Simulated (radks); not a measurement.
The numbers below are computed, except where a source is named.
Q: N2-, configuration [He] 2s2 2p5. Level of theory: scalar-relativistic Kohn-Sham, LDA (Slater exchange, Perdew-Wang correlation), spin-polarised, spherical densities, finite nucleus; open shells are filled with parallel spins first; Fermi nuclear charge, rms radius 2.5582 fm; Watson sphere of charge +2.76 and radius 3.46 bohr (a radial shooting solver on a logarithmic mesh with Libxc functionals). Some entries of the table are withheld. Estimate them.

orbital  occ.  eigenvalue (eV)  <r^2> (bohr^2)
1s up       1        -380.7259         0.07242
1s down     1        -380.2472         0.07224
2s up       1         -19.8720             (1)
2s down     1         -18.7651             (2)
2p up       3          -9.4896             (3)
2p down     2          -8.6243             (4)

A: 
(1) 2s up <r^2> (bohr^2): 2.562
(2) 2s down <r^2> (bohr^2): 2.684
(3) 2p up <r^2> (bohr^2): 5.085
(4) 2p down <r^2> (bohr^2): 5.972
